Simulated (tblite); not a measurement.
C5H12F3P2 (charge +1).
Atom-mapped SMILES: `[CH3:1][CH2:2][P@H+:3]([PH2:4])[CH2:5][CH2:6][C:7]([F:8])([F:9])[F:10]` (hydrogens: H11, H12, H13 on C1; H14, H15 on C2; H16 on P3; H17, H18 on P4; H19, H20 on C5; H21, H22 on C6)

A start from a force field or distance geometry was refined with GFN2-xTB geometry optimisation, gas phase (tblite). Values at the start:

| coordinate | start |
| --- | --- |
| C1–H11 | 1.098 Å |
| C2–P3 | 1.784 Å |
| C2–H14 | 1.115 Å |
| C2–H15 | 1.122 Å |
| P3–P4 | 2.188 Å |
| P3–C5 | 1.809 Å |
| P3–H16 | 1.408 Å |
| P4–H17 | 1.475 Å |
| C5–C6 | 1.490 Å |
| C5–H19 | 1.129 Å |
| C5–H20 | 1.121 Å |
| C6–H21 | 1.130 Å |
| C6–H22 | 1.113 Å |
| C7–F8 | 1.389 Å |
| C7–F9 | 1.406 Å |
| C7–F10 | 1.372 Å |
| C1–C2–P3 | 113.6° |
| C2–P3–P4 | 106.8° |
| P4–P3–C5 | 104.9° |
| C5–C6–C7 | 113.1° |
| C6–C7–F9 | 107.0° |
| C6–C7–F10 | 113.2° |
| F8–C7–F9 | 105.7° |
| F8–C7–F10 | 109.3° |
| C1–C2–P3–P4 | -118° |
| C2–P3–C5–C6 | -64° |
| P3–C5–C6–C7 | -60° |
| C5–C6–C7–F8 | -60° |

Task: How do these coordinates change at the GFN2-xTB level?

Result: 
```json
{"coordinate": "C7–F9", "GFN2-xTB (Å or °)": "1.318", "change": "-0.088"}
{"coordinate": "P4–H17", "GFN2-xTB (Å or °)": "1.402", "change": "-0.073"}
{"coordinate": "C7–F8", "GFN2-xTB (Å or °)": "1.342", "change": "-0.047"}
{"coordinate": "C2–P3", "GFN2-xTB (Å or °)": "1.825", "change": "+0.041"}
{"coordinate": "C5–C6", "GFN2-xTB (Å or °)": "1.529", "change": "+0.039"}
{"coordinate": "C6–H21", "GFN2-xTB (Å or °)": "1.092", "change": "-0.038"}
{"coordinate": "P3–C5", "GFN2-xTB (Å or °)": "1.846", "change": "+0.037"}
{"coordinate": "C5–H19", "GFN2-xTB (Å or °)": "1.095", "change": "-0.034"}
{"coordinate": "C2–H15", "GFN2-xTB (Å or °)": "1.093", "change": "-0.029"}
{"coordinate": "P3–H16", "GFN2-xTB (Å or °)": "1.379", "change": "-0.029"}
{"coordinate": "P3–P4", "GFN2-xTB (Å or °)": "2.161", "change": "-0.027"}
{"coordinate": "C5–H20", "GFN2-xTB (Å or °)": "1.096", "change": "-0.025"}
{"coordinate": "C6–H22", "GFN2-xTB (Å or °)": "1.092", "change": "-0.021"}
{"coordinate": "C2–H14", "GFN2-xTB (Å or °)": "1.095", "change": "-0.020"}
{"coordinate": "C7–F10", "GFN2-xTB (Å or °)": "1.355", "change": "-0.017"}
{"coordinate": "C1–H11", "GFN2-xTB (Å or °)": "1.089", "change": "-0.009"}
{"coordinate": "P4–P3–C5", "GFN2-xTB (Å or °)": "115.2", "change": "+10.3"}
{"coordinate": "C6–C7–F9", "GFN2-xTB (Å or °)": "113.6", "change": "+6.6"}
{"coordinate": "F8–C7–F10", "GFN2-xTB (Å or °)": "105.2", "change": "-4.1"}
{"coordinate": "C1–C2–P3", "GFN2-xTB (Å or °)": "109.6", "change": "-4.0"}
{"coordinate": "C6–C7–F10", "GFN2-xTB (Å or °)": "109.9", "change": "-3.3"}
{"coordinate": "C2–P3–P4", "GFN2-xTB (Å or °)": "110.0", "change": "+3.2"}
{"coordinate": "F8–C7–F9", "GFN2-xTB (Å or °)": "108.5", "change": "+2.8"}
{"coordinate": "C5–C6–C7", "GFN2-xTB (Å or °)": "110.8", "change": "-2.3"}
{"coordinate": "C1–C2–P3–P4", "GFN2-xTB (Å or °)": "-45", "change": "+73"}
{"coordinate": "C5–C6–C7–F8", "GFN2-xTB (Å or °)": "-40", "change": "+20"}
{"coordinate": "P3–C5–C6–C7", "GFN2-xTB (Å or °)": "-50", "change": "+10"}
{"coordinate": "C2–P3–C5–C6", "GFN2-xTB (Å or °)": "-59", "change": "+5"}
```

The energy falls by 26.1 kcal/mol over 184 L-BFGS steps, the largest force on an atom goes from 2.31 to 0.009 eV/Å, and the atoms move by 0.747 Å rms after alignment. The bond that changes most is C7–F9 (CF3 carbon to fluorine of a CF3 group), which shortens by 0.088 Å. Bonds longer at the end by more than 0.005 Å: 4 of 21; shorter: 16. Among the dihedrals that turn most is H15–C2–P3–P4, from 115° to -166°. Rotational constants go from 1407, 548.3, 454.7 to 1622, 536.5, 468.0 MHz.

Its GFN2-xTB frequencies are all real (lowest 38 cm⁻¹). 3 starts were optimised and ended at 0.00, 0.57 and 4.65 kcal/mol (GFN2-xTB); the lowest of these is shown.

One conformer stands for the species.

All values are computed, not measured.
